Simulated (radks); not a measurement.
Initial-state core-level shifts of neutral gold when its valence configuration changes from [Xe] 4f14 5d10 6s1. All-electron calculation, Dirac Kohn-Sham, BLYP, spin-unpolarised, spherical densities, finite nucleus; open shells fill j = l - 1/2 first; Fermi nuclear charge, rms radius 5.4371 fm. Program: a radial shooting solver on a logarithmic mesh with Libxc functionals. Shifts are changes of the shell-averaged eigenvalues in eV (positive: less bound); the change of the density at the nucleus, which sets a Mossbauer isomer shift, is in e/bohr^3, on a base of 2.144e+06.

| valence | 2s | 2p | 3d | 4p | density at nucleus |
|---|---|---|---|---|---|
| 4f13 5d10 6s1 6p1 | -17.817 | -17.634 | -19.646 | -17.074 | +193.3 |
| 4f14 5d10 6s0.5 6p0.5 | -0.870 | -0.870 | -0.874 | -0.879 | -59.2 |
| 4f13 5d10 6s0.5 6p1.5 | -18.545 | -18.362 | -20.378 | -17.810 | +122.7 |
| 4f13.5 5d10 6s1 6p0.5 | -8.784 | -8.695 | -9.687 | -8.449 | +94.5 |
| 4f14 5d9 6s2 | -2.884 | -2.879 | -2.878 | -2.852 | +160.1 |
| 4f14 5d10 6p1 | -1.642 | -1.642 | -1.650 | -1.661 | -122.5 |
| 4f13.5 5d10 6s0.5 6p1 | -9.568 | -9.478 | -10.475 | -9.242 | +29.7 |
| 4f14 5d9 6s1 6p1 | -4.490 | -4.484 | -4.492 | -4.474 | +34.3 |
| 4f13.5 5d9 6s2 6p0.5 | -11.918 | -11.822 | -12.808 | -11.531 | +271.1 |
